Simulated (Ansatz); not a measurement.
A run for Ansatz (a program for electronic structure): R-wB97X-V/def2-TZVPP on CH4GeO2 (SMILES C[O][Ge][OH]), a point of a torsion scan.

Ansatz 0.2 input:
```yaml
crystal:
  periodic: [false, false, false]
  atoms:
    - {symbol: C, position_ang: [-0.93819953, 0.21653052, 0.21230180]}
    - {symbol: O, position_ang: [-0.88358267, -1.18506896, 0.18469555]}
    - {symbol: Ge, position_ang: [-1.68324729, -2.63180807, 0.84388872]}
    - {symbol: O, position_ang: [-2.97753499, -1.98142600, 1.87652973]}
    - {symbol: H, position_ang: [-1.74454971, 0.58399023, 0.85578812]}
    - {symbol: H, position_ang: [0.01272857, 0.60637157, 0.58416913]}
    - {symbol: H, position_ang: [-1.10067615, 0.59026868, -0.80181979]}
    - {symbol: H, position_ang: [-3.18772004, -1.06322926, 2.03519023]}
basis:
  gaussian:
    orbitals: def2-TZVPP
hamiltonian:
  xc: {name: wB97X-V}
scf: {lower_state_search: off}
```

Q: Predict the final total energy.

A: -2267.8291 hartree.

Q: How many basis functions does it have, and what does it roughly cost on one machine?

A: 197 functions; about 7 core-seconds (a rough figure).
